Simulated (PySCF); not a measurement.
Fractional electron number in Mo (molybdenum, neutral)

The 5s alpha orbital of [Kr] 4d5 5s1 is emptied in steps (occupation f), with all orbitals relaxed, ending at [Kr] 4d5. Calculation: PySCF 2.14, in def2-SVP with the def2 core potential (28 electrons) (5s3p2d1f, 31 functions); a scalar-relativistic core potential. The exact energy is a straight line in f; departures are measured from the line between the end points of the same method.

```csv
f,CAM-B3LYP (eV)
1,0.000
0.75,-0.198
0.5,-0.264
0.25,-0.198
0,0.000
```

```csv
method,E(f=0) − E(f=1) (eV),−ε at f=1 (eV),−ε at f=0.5 (eV)
CAM-B3LYP,7.078,6.021,7.078
```

Orbital energy along the path (eV):

```csv
f,CAM-B3LYP
1,-6.021
0.75,-6.549
0.5,-7.078
0.25,-7.607
0,-8.133
```

Reference removal energy between the ground levels: 7.092 eV (measured; NIST Atomic Spectra Database, ionization energies).
